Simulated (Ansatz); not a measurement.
# Energy profile

The step: GaN₂H₄Cl ([NH2][Ga]([NH2])[Cl]) → GaNHCl ([NH][Ga][Cl]) + NH₃ (still joined by a long Ga–N bond); bonds formed: N2–H4; bonds broken: N3–H4; bonds weakened to dative contacts: Ga1–N2 (atoms numbered as in the saddle structure below).

Ga1  (-0.527, 0.554, 0.656)
N2  (0.952, 0.089, -0.606)
N3  (-1.035, -1.053, 0.151)
H4  (0.138, -0.866, -0.553)
Cl5  (-0.602, 2.402, 1.689)
H6  (1.030, 0.569, -1.493)
H7  (1.883, -0.089, -0.251)
H8  (-1.838, -1.607, 0.407)
(Å)

Electronic energies by CCSD(T) at an estimated basis limit (MP2 extrapolated from triple and quadruple zeta, plus CCSD(T) − MP2 in triple zeta), on PBE0-D4/def2-TZVP structures; GaN2H4Cl, singlet; no counterpoise correction. Program: Ansatz 0.2.0. Basis: def2-TZVPP and def2-QZVPP. Cores are frozen in the correlated methods. Filled d shells of the heavier atoms are correlated. The def2 sets are not built for correlating such inner shells, so the correlated values are less sure here. Extrapolation: Hartree–Fock as exp(−7.88 √X), correlation as X^−2.97.

Question: Give the profile in eV, counted from the start structure. (To be estimated.)

Answer: Computed:
| point | eV |
| --- | --- |
| start structure | 0.000 |
| saddle | 2.399 |
| end structure | 1.829 |
| separated: GaNHCl (linked as [NH][Ga][Cl]; Ga1, N3, Cl5, H8; singlet) + NH3 (N2, H4, H6, H7; singlet) | 3.009 |

The T1 diagnostic stays at or below 0.020. The restricted Hartree–Fock reference is unstable towards an unrestricted one at one or more of these structures.

For scale, one of the runs: CCSD(T)/def2-TZVPP, 208 basis functions, launched by `ansatz run in.yaml --threads 4 --pin off --events-out ev --progress --plain --max-ram 9574MiB`. Time: 89 s of wall clock on 4 CPU threads of an Arm Neoverse V1; the host was shared. Peak host memory: 2.8 GiB.
